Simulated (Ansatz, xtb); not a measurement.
# Two structures of FPSbSi−

Structure X is a singlet given by its coordinates and structure Y is a singlet given by its coordinates. Both are isolated ions in the gas phase, relaxed with PBE0-D3(BJ)/def2-SVPD.

X (Å):

```yaml
atoms:
  - { symbol: F, position_ang: [-1.1970, -0.0388, 2.0428] }
  - { symbol: P, position_ang: [-1.0318, -0.3983, -1.4919] }
  - { symbol: Sb, position_ang: [0.2677, -0.1033, 0.6115] }
  - { symbol: Si, position_ang: [-0.6068, 1.6724, -1.0948] }
```

Close contacts (Å): F1–Sb3 2.05, P2–Sb3 2.49, P2–Si4 2.15, Sb3–Si4 2.61.

Y (Å):

```xyz
4

F    -0.8058   -0.7432    1.5050
P     1.3015   -0.0934   -0.7322
Sb   -0.6998    0.8195   -1.5822
Si   -0.5198   -1.3890   -0.0760
```

Close contacts (Å): F1–Si4 1.73, P2–Sb3 2.36, P2–Si4 2.33, Sb3–Si4 2.68.

Energies in hartree; the thermal terms are from PBE0-D3(BJ)/def2-SVPD harmonic frequencies (ideal gas, rigid rotor, one conformer each, 298.15 K, 1 atm) and include the zero-point energy:

```
                               X           Y
E, CCSD(T)/def2-SVPD  −968.748912  −968.758911
   zero-point energy     0.004365     0.004724
        H(298 K) − E     0.010739     0.010942
        G(298 K) − E    −0.026988    −0.026542
```

Q: Work out ΔE, ΔE₀, ΔH and ΔG for X → Y in kcal/mol (1 Eh = 627.51 kcal/mol) and the equilibrium ratio [Y]/[X].

A: 1. ΔE = −968.758911 − (−968.748912) = −0.009999 Eh = −6.27 kcal/mol.
2. ΔE₀ = ΔE + ΔZPE = −0.009999 + (+0.000359) Eh = −6.05 kcal/mol.
3. ΔH = ΔE + (+0.000203) Eh = −6.15 kcal/mol.
4. ΔG = ΔE + (+0.000446) Eh = −5.99 kcal/mol, so ΔS = (ΔH − ΔG)/T = −2.1 J/(mol K).
5. kT = 0.9442 mEh, so K = [Y]/[X] = exp(−ΔG/kT) = exp(+10.12) ≈ 2.5 × 10^4.

Structure Y is favoured at this temperature. An error of 1 kcal/mol in ΔG would change K by a factor of 5.4. GFN2-xTB gave ΔE the other sign. Mirror images and further conformers aren't counted.

Other levels gave ΔE = +1.2 (GFN2-xTB); −28.2 (HF/STO-3G, GFN2-xTB geometries); −8.7 (r2SCAN-D4/def2-SVPD, GFN2-xTB geometries); −6.9 (PBE0-D3(BJ)/def2-SVPD); −6.5 (HF/def2-SVPD); −7.4 (MP2/def2-SVPD) kcal/mol. The correlated steps freeze 15 core orbitals; the filled d shell of Sb is correlated, in a basis made for valence electrons. Atoms past krypton carry core potentials in the def2 sets, without spin–orbit terms. Programs: Ansatz 0.2.0, xtb 6.7.1.
